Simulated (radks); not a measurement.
The numbers below are computed, except where a source is named.
The potassium anion K-, [Ar] 4s2, held by a Watson sphere: a shell of charge +1 at radius R that stands for the Madelung well of a crystal (potential energy -1/R inside, -1/r outside, in hartree with lengths in bohr). Code: a radial shooting solver on a logarithmic mesh with Libxc functionals. Model: non-relativistic Kohn-Sham, r2SCAN, spin-polarised, spherical densities, point nucleus; meta-GGA in the generalised Kohn-Sham scheme.

R (bohr) = 2.18: e(3s) (eV) -40.319; e(3p) (eV) -23.337; e(4s) (eV) -3.663; <r> 4s (bohr) 4.273; sum of <r^2> (bohr^2) 61.21; X-ray form factor at sin(theta)/lambda = 0.3 1/angstrom 10.994
R (bohr) = 2.46: e(3s) (eV) -39.344; e(3p) (eV) -22.400; e(4s) (eV) -3.645; <r> 4s (bohr) 4.303; sum of <r^2> (bohr^2) 61.97; X-ray form factor at sin(theta)/lambda = 0.3 1/angstrom 10.983
R (bohr) = 2.56: e(3s) (eV) -39.042; e(3p) (eV) -22.106; e(4s) (eV) -3.635; <r> 4s (bohr) 4.318; sum of <r^2> (bohr^2) 62.30; X-ray form factor at sin(theta)/lambda = 0.3 1/angstrom 10.981
R (bohr) = 2.85: e(3s) (eV) -38.293; e(3p) (eV) -21.367; e(4s) (eV) -3.596; <r> 4s (bohr) 4.376; sum of <r^2> (bohr^2) 63.47; X-ray form factor at sin(theta)/lambda = 0.3 1/angstrom 10.979
R (bohr) = 3.62: e(3s) (eV) -37.016; e(3p) (eV) -20.082; e(4s) (eV) -3.425; <r> 4s (bohr) 4.597; sum of <r^2> (bohr^2) 67.82; X-ray form factor at sin(theta)/lambda = 0.3 1/angstrom 10.980
R (bohr) = 4.26: e(3s) (eV) -36.442; e(3p) (eV) -19.496; e(4s) (eV) -3.240; <r> 4s (bohr) 4.818; sum of <r^2> (bohr^2) 72.36; X-ray form factor at sin(theta)/lambda = 0.3 1/angstrom 10.979
R (bohr) = 4.3: e(3s) (eV) -36.415; e(3p) (eV) -19.469; e(4s) (eV) -3.228; <r> 4s (bohr) 4.832; sum of <r^2> (bohr^2) 72.66; X-ray form factor at sin(theta)/lambda = 0.3 1/angstrom 10.979
R (bohr) = 4.32: e(3s) (eV) -36.402; e(3p) (eV) -19.455; e(4s) (eV) -3.222; <r> 4s (bohr) 4.839; sum of <r^2> (bohr^2) 72.82; X-ray form factor at sin(theta)/lambda = 0.3 1/angstrom 10.979
